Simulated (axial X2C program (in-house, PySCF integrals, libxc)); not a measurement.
Potential curves of ZnB, without spin–orbit coupling

Computed with an in-house relativistic program for diatomic molecules. Spin-free means the one-electron spin-free X2C Hamiltonian. Basis: Zn dyall-cv3z [9s10p6d3f2g], B dyall-v3z [7s6p2d1f] (cores contracted in-house); Gaussian nuclei, density fitting, unrestricted open shells. Masses: Zn 63.929 u, B 11.009 u.

State: M_S = 1/2, Λ = 1 (beyond evenly filled blocks: π+α). Energies in eV from the fragments at the same level (Zn + B). Fits are polynomials in 1 − R0/R over 0.85 to 1.23 times the lowest point R0.

```tsv
R (Å)	LDA
1.9323	-0.9425
2.0211	-1.0197
2.0877	-1.0345
2.1544	-1.0233
2.2210	-0.9934
2.2987	-0.9426
2.3765	-0.8809
2.4764	-0.7940
2.5986	-0.6852
2.7763	-0.5366
```

One determinant describes the state; a PBE0 search over occupations chose it and may have missed a lower one. De is counted from the lowest determinant-based energies of the atoms at the same level, without counterpoise correction. The functionals have no current-density term, which raises determinants with orbital currents, atoms included.

Task: Fit the LDA curve near its minimum: give the equilibrium distance, the harmonic wavenumber and the well depth.

Result: At LDA, spin-free: Re = 2.089 Å, ωe ≈ 410 cm⁻¹, De = 1.03 eV to Zn + B; Be follows as 0.411 cm⁻¹.
